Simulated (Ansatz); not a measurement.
## Ligand exchange through a proton shuttle

Start structure (Si2H7ClO3F2, closed shell), relaxed at PBE0-D4/def2-TZVP:

Si1  (-1.658, -0.058, -0.142)
O2  (-0.158, -0.106, -0.771)
Si3  (0.582, 0.501, -2.134)
F4  (-2.553, -1.124, -0.874)
F5  (-2.265, 1.362, -0.473)
O6  (-1.664, -0.411, 1.416)
H7  (1.240, 0.173, 2.277)
Cl8  (0.612, 1.058, 3.063)
H9  (1.119, -0.812, 0.461)
O10  (1.763, -0.889, 1.184)
H11  (0.961, 1.912, -1.895)
H12  (1.787, -0.330, -2.356)
H13  (-0.347, 0.399, -3.284)
H14  (-1.147, 0.125, 2.040)
H15  (1.728, -1.800, 1.488)
(Å)

The step: Si₂H₄O₂F₂ ([OH][Si]([F])([F])[O][SiH3]) + HCl + H₂O → SiHClOF₂ ([OH][Si]([F])([F])[Cl]) + SiH₄O ([OH][SiH3]) + H₂O (still joined by a long Si–O bond); bonds formed: Si1–Cl8, O2–H9, H7–O10; bonds broken: H7–Cl8, H9–O10; bonds weakened to dative contacts: Si1–O2. Computed with Ansatz 0.2.0 (basis: def2-TZVPP and def2-QZVPP); correlated methods freeze the cores. Extrapolation: Hartree–Fock as exp(−7.88 √X), correlation as X^−2.97. Energies below are by CCSD(T) at an estimated basis limit (MP2 extrapolated from triple and quadruple zeta, plus CCSD(T) − MP2 in triple zeta).

Problem. What are the electronic barrier and the energy of the step, from the start structure to the end structure? (An estimate is asked for; the value comes from the calculation.)

Solution. By the calculation: Barrier 0.857 eV; step energy 0.690 eV (uphill); reverse barrier, their difference, 0.168 eV. Barrier and step energy count from the start structure, the reverse barrier from the end structure.

The saddle point: One imaginary mode of 286i cm⁻¹.
| pair | start (Å) | saddle (Å) | end (Å) |
| --- | --- | --- | --- |
| Si1–Cl8 | 4.08 | 2.53 | 2.27 |
| O2–H9 | 1.91 | 1.23 | 1.03 |
| H7–O10 | 1.61 | 1.03 | 0.98 |
| Si1–O2 | 1.63 | 1.72 | 1.77 |
| H7–Cl8 | 1.34 | 1.85 | 2.22 |
| H9–O10 | 0.97 | 1.17 | 1.48 |

Zero-point energy (harmonic, PBE0-D4): ZPE is 2.334 eV at the start and 2.360 eV at the saddle, so the barrier goes from 0.857 to 0.882 eV.

No T1 diagnostic of these runs exceeds 0.012.

Hydrogen chloride, the by-product of chloride precursors, can attack films and sites by steps of this kind. Here a small cluster stands in for the surface site.

Labels in which every atom is bracketed show which atoms are joined, not bond orders.

For scale, one of the runs: CCSD(T)/def2-TZVPP, 379 basis functions, launched by `ansatz run in.yaml --threads 4 --pin off --events-out ev --progress --plain --max-ram 66560MiB --backend cuda --devices 0, --max-vram 37GiB`. The run took 26 s on 4 CPU threads of an AMD EPYC 7R13 and a share of one NVIDIA H100 (shared host), with 0.92 GiB of host memory at its peak.
